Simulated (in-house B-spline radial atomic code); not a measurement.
Inner-shell binding energies (edges) and X-ray emission energies of free atoms and ions, as differences of relaxed hole-state energies with first-order Breit, QED and recoil terms, without correlation or multiplet splittings, in NIST's listed ground configurations. For neutral atoms such line energies lie within some 1 to 5 eV of tabulated X-ray lines (up to 20 eV for the heaviest). Removing outer electrons raises all edges nearly alike, so lines move far less than edges. K = 1s, L1 = 2s, M5 = 3d5/2. A dash marks a subshell that is part filled or wasn't run, or a line left out. Computed with an all-electron radial atomic-structure program (B-spline basis): Dirac-Hartree-Fock, average of the configuration, finite nuclei.

| ion | configuration | K edge (eV) | L1 edge (eV) | M5 edge (eV) |
| --- | --- | --- | --- | --- |
| Kr | [Ar] 3d10 4s2 4p6 | 14326.1 | 1930.71 | 92.185 |
| Kr+ | [Ar] 3d10 4s2 4p5 | 14339.4 | 1943.91 | 105.16 |
| Kr2+ | [Ar] 3d10 4s2 4p4 | ? | ? | ? |
| Kr3+ | [Ar] 3d10 4s2 4p3 | 14370.9 | 1974.72 | 135.18 |
| Kr4+ | [Ar] 3d10 4s2 4p2 | 14388.7 | 1992.09 | 151.97 |
| Kr5+ | [Ar] 3d10 4s2 4p1 | ? | ? | ? |
| Kr6+ | [Ar] 3d10 4s2 | 14428.3 | 2030.35 | 188.67 |

Fill in the row of Kr2+.

K edge (eV): 14354.4; L1 edge (eV): 1958.63; M5 edge (eV): 119.54.

Fill in the row of Kr5+.

K edge (eV): 14407.9; L1 edge (eV): 2010.65; M5 edge (eV): 169.82.
